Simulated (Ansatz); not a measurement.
Geometry optimisation, RKS PBE/def2-SVP (Ansatz 0.2.0).

Input:

```yaml
crystal:
  periodic: [false, false, false]
  atoms:
    - { symbol: "N", position_ang: [-1.782, -0.7076, -0.5234] }
    - { symbol: Si, position_ang: [-0.1512, -0.5546, -0.2872] }
    - { symbol: Si, position_ang: [0.5833, -1.6041, 1.6336] }
    - { symbol: C, position_ang: [0.3304, 1.2385, -0.2588] }
    - { symbol: C, position_ang: [0.6644, 1.9338, -1.323] }
    - { symbol: F, position_ang: [0.9393, 3.2679, -1.1854] }
    - { symbol: H, position_ang: [-1.95373, -1.3952, -1.29747] }
    - { symbol: H, position_ang: [-2.20496, -1.21701, 0.28552] }
    - { symbol: H, position_ang: [0.4705, -1.1452, -1.4448] }
    - { symbol: H, position_ang: [0.2997, -3.0584, 1.6573] }
    - { symbol: H, position_ang: [-0.0393, -0.9856, 2.8598] }
    - { symbol: H, position_ang: [2.1089, -1.432, 1.7953] }
    - { symbol: H, position_ang: [0.1042, 1.748, 0.6893] }
    - { symbol: H, position_ang: [0.7914, 1.6163, -2.3046] }
basis:
  gaussian: { orbitals: def2-SVP }
hamiltonian:
  xc: pbe
relax:
  f_tol: 0.015
  max_steps: 40
output:
  orbitals: {}
```

Run as:

```bash
$ ansatz run input.yaml --threads 2 --pin off --max-ram 3072MiB --backend cpu --events-out ev --progress --plain --runs-dir out
```

Question: Where does it end, and by what steps?

Answer: The run converged. After 23 steps the energy has fallen by 0.701 eV; H7 moved furthest, 0.67 Å.

```
step  energy less start (eV)  largest force component (eV/Å)  accepted
   0                  0.0000                           3.971       yes
   1                 -0.4553                           1.575       yes
   2                 -0.5375                           1.184       yes
   3                 -0.4769                           2.119        no
   4                 -0.6306                           0.180       yes
   5                 -0.6356                           0.165       yes
   6                 -0.6409                           0.210       yes
   7                 -0.6449                           0.064       yes
   8                 -0.6458                           0.040       yes
   9                 -0.6467                           0.059       yes
  10                 -0.6477                           0.114       yes
  11                 -0.6480                           0.259       yes
  12                 -0.6498                           0.249       yes
  13                 -0.6583                           0.329       yes
  14                 -0.6276                           0.705        no
  15                 -0.6640                           0.157       yes
  16                 -0.6773                           0.288       yes
  17                 -0.6546                           1.721        no
  18                 -0.6891                           0.123       yes
  19                 -0.6962                           0.055       yes
  20                 -0.7000                           0.040       yes
  21                 -0.6997                           0.070        no
  22                 -0.7005                           0.017       yes
  23                 -0.7006                           0.007       yes
```

```xyz
14
Properties=species:S:1:pos:R:3
N -1.828 -1.176 -0.446
Si -0.170 -0.618 -0.336
Si 0.722 -1.592 1.619
C 0.108 1.243 -0.285
C 0.801 1.887 -1.240
F 1.033 3.211 -1.223
H -2.381 -0.880 -1.256
H -2.405 -1.125 0.398
H 0.560 -1.104 -1.563
H 0.666 -3.097 1.567
H -0.069 -1.139 2.822
H 2.154 -1.171 1.821
H -0.286 1.857 0.545
H 1.255 1.409 -2.128
```

The run took 79 s on 2 threads of Arm Neoverse V1 (shared host), peak memory 0.18 GiB.
